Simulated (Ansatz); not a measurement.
Two structures of BH$_{3}$SF$_{2}$, singlet, reached by relaxing down either side of one saddle point (PBE0-D4/def2-TZVP). Energies are electronic, without zero-point energy. Computed with Ansatz 0.2.0 (basis: def2-TZVPP and def2-QZVPP); correlated methods freeze the cores. Extrapolation: Hartree–Fock as exp(−7.88 √X), correlation as X^−2.97. First:

| atom | x (Å) | y (Å) | z (Å) |
| --- | --- | --- | --- |
| B1 | -0.3444 | -1.2340 | -0.2055 |
| H2 | 0.8241 | -1.4188 | -0.0623 |
| F3 | -0.8336 | -0.8931 | -1.3843 |
| F4 | -1.1996 | -1.5356 | 0.7509 |
| H5 | 1.2953 | 1.5227 | 0.9340 |
| S6 | -0.0061 | 1.5995 | 0.6158 |
| H7 | 0.2644 | 1.9592 | -0.6485 |

Second:

```
7
angstrom
B -0.9151 -0.0913 -0.0683
H 1.9175 -1.3685 0.2346
F -0.7064 -0.4840 -1.3100
F -1.3222 -0.9857 0.8095
H 1.9913 -0.7316 0.6176
S -0.6764 1.6128 0.4630
H -0.2885 2.0481 -0.7462
```

(1) Which bonds change from the first to the second?

(2) Give the saddle point's structure and its height above each. (Judge from chemistry; the value comes from the calculation.)

T1 diagnostic: at most 0.013. The start structure is not quite a true minimum (one mode of 33i cm⁻¹).

Answers

(1) BHF₂ ([F][BH][F]) + H₂S → BHSF₂ ([F][B]([F])[SH]) + H₂; bonds formed: B1–S6, H2–H5; bonds broken: B1–H2, H5–S6.

(2) By the calculation: 146.1 kJ/mol above the first and 175.3 kJ/mol above the second (CCSD(T) at an estimated basis limit (MP2 extrapolated from triple and quadruple zeta, plus CCSD(T) − MP2 in triple zeta)).
```csv
atom,x (Å),y (Å),z (Å)
B1,-0.2914,-0.5703,-0.0278
H2,1.0043,-0.8734,0.1439
F3,-0.5763,-0.6680,-1.3332
F4,-1.0038,-1.2574,0.8739
H5,0.8768,0.1464,0.4303
S6,-0.1788,1.3994,0.5698
H7,0.1693,1.8231,-0.6568
```

Labels in which every atom is bracketed show which atoms are joined, not bond orders.

For scale, one of the runs: CCSD(T)/def2-TZVPP, 177 basis functions, launched by `ansatz run in.yaml --threads 2 --pin off --events-out ev --progress --plain --max-ram 4352MiB`. Hardware: 2 CPU threads of an AMD EPYC 7R43, shared host. Wall time 56 s; peak host memory 1.7 GiB.
